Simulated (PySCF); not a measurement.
B(Me)(NH2)2, SMILES CB(N)N (CH₇BN₂) (B3LYP/def2-SVP optimised geometry):

```
11

B     -0.058    -0.066     0.000
C     -0.839    -1.455     0.002
H     -0.552    -2.074    -0.866
H     -1.934    -1.340    -0.023
H     -0.592    -2.046     0.902
N     -0.781     1.157     0.000
H     -0.352     2.074     0.000
H     -1.791     1.187    -0.001
N      1.364    -0.066     0.000
H      1.934     0.771     0.001
H      1.907    -0.919     0.000
```

Calculation: PySCF with B3LYP/def2-TZVP.

Q: What are the frontier orbital energies and the dipole moment?

A: HOMO-2 -8.73 eV, HOMO-1 -8.15 eV, HOMO -6.51 eV, LUMO 0.50 eV, LUMO+1 1.62 eV; dipole moment 1.12 D.

On the same geometry PBE/def2-TZVP in PySCF gives HOMO-2 -7.49 eV, HOMO-1 -6.92 eV, HOMO -5.34 eV, LUMO 0.07 eV, LUMO+1 1.18 eV; dipole moment 1.16 D.

Meta-Löwdin charges at B3LYP/def2-TZVP: B1 0.22, C2 -0.45, H3 0.11, H4 0.10, H5 0.11, N6 -0.50, H7 0.22, H8 0.23, N9 -0.51, H10 0.22, H11 0.23.
